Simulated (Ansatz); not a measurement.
The same molecule with X = B, Al, In. Ansatz, PBE0-D4/def2-TZVP geometries, multiplicity 1. Each molecule was computed in one conformer, which needn't be the lowest.

Elements past krypton have def2 core potentials.

```
 X               molecule  mean X–H bond length / Å  mean X–N bond length / Å  mean X–O bond length / Å  LUMO energy (ωB97M-V/def2-TZVPP) / eV  ideal-gas entropy at 298 K and 1 bar (rigid rotor, harmonic PBE0-D4/def2-TZVP) / J/(mol·K)  HOMO energy (PBE0/def2-TZVPP) / eV
 B            `OBN[SiH3]`                     1.201                     1.410                     1.369                                   1.98                                                                                         317                               -7.85
In  `[OH][InH][NH][SiH3]`                     1.690                     2.027                     1.985                                   0.38                                                                                         375                               -7.39
```

(1) Give the row for X = Al, `[OH][AlH][NH][SiH3]`. (An estimate is asked.)

Results:

(1) Ansatz gave: 
| X | molecule | mean X–H bond length / Å | mean X–N bond length / Å | mean X–O bond length / Å | LUMO energy (ωB97M-V/def2-TZVPP) / eV | ideal-gas entropy at 298 K and 1 bar (rigid rotor, harmonic PBE0-D4/def2-TZVP) / J/(mol·K) | HOMO energy (PBE0/def2-TZVPP) / eV |
| --- | --- | --- | --- | --- | --- | --- | --- |
| Al | `[OH][AlH][NH][SiH3]` | 1.579 | 1.775 | 1.693 | 1.40 | 349 | -7.59 |

From B to In the mean X–H bond length rises at each step, by 0.489 Å in all; the mean X–N bond length rises at each step, by 0.617 Å in all; the mean X–O bond length rises at each step, by 0.616 Å in all; the LUMO energy (ωB97M-V/def2-TZVPP) falls at each step, by 1.60 eV in all; the ideal-gas entropy at 298 K and 1 bar (rigid rotor, harmonic PBE0-D4/def2-TZVP) rises at each step, by 58 J/(mol·K) in all; the HOMO energy (PBE0/def2-TZVPP) rises at each step, by 0.46 eV in all. Bonds lengthen as the atom grows down the group.
